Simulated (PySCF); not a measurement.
**Working with the constants of ErS**

UHF constants of ErS, quintet, about 11.0 electrons in the 4f shell (Mulliken), real f orbitals that mix terms (basis Er x2c-TZVPall, S x2c-TZVPall; spin-free X2C with a Gaussian nucleus; PySCF 2.14; masses 165.9303 and 31.9721 u):

| Item | Value |
| --- | --- |
| ωe | 477.8 cm⁻¹ |
| ωexe | 0.856 cm⁻¹ |
| Be | 0.11913 cm⁻¹ |
| αe | 0.000301 cm⁻¹ |
| D (centrifugal) | 2.96e-08 cm⁻¹ |

(1) Give the vibrational terms G(v) and spacings up to v = 6.

Spin–orbit coupling is left out, which matters for elements this heavy, above all for dissociation energies. Hartree–Fock leaves out correlation, which carries a large part of most bond energies and some tenths to 1 eV of ionisation energies. The state is the lowest single determinant that the PBE0 search found; with open d or f shells the true ground state can be another one.

## Answers

(1) G(v) = ωe(v+½) − ωexe(v+½)².

```csv
v,G(v) (cm⁻¹),G(v) − G(v−1),Bv (cm⁻¹)
0,238.7,,0.1190
1,714.8,476.1,0.1187
2,1189.2,474.4,0.1184
3,1661.8,472.7,0.1181
4,2132.8,471.0,0.1178
5,2602.0,469.2,0.1175
6,3069.5,467.5,0.1172
```
